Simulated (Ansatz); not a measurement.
A run for Ansatz (a quantum-chemistry and plane-wave program): R-PBE0/def2-TZVPP on H4N2Sn (SMILES [NH2][Sn][NH2]), a point of a torsion scan. Elements past Kr take the def2 small-core potentials; no spin–orbit coupling.

Ansatz 0.2 input:
```yaml
crystal:
  periodic: [false, false, false]
  atoms:
    - {symbol: N, position_ang: [1.62193715, -0.13654790, -0.07210115]}
    - {symbol: Sn, position_ang: [0.28428088, 0.39230706, 1.43726233]}
    - {symbol: N, position_ang: [-1.29336430, -0.71252784, 0.73349126]}
    - {symbol: H, position_ang: [2.04267019, 0.55728669, -0.67629537]}
    - {symbol: H, position_ang: [1.34991702, -0.89761710, -0.68339518]}
    - {symbol: H, position_ang: [-1.31194089, -1.27475979, -0.10529167]}
    - {symbol: H, position_ang: [-2.16466437, -0.86973565, 1.21928827]}
basis:
  gaussian:
    orbitals: def2-TZVPP
hamiltonian:
  xc: {name: PBE0}
scf: {lower_state_search: off}
```

Give the final energy of this run.

-326.1650 hartree.
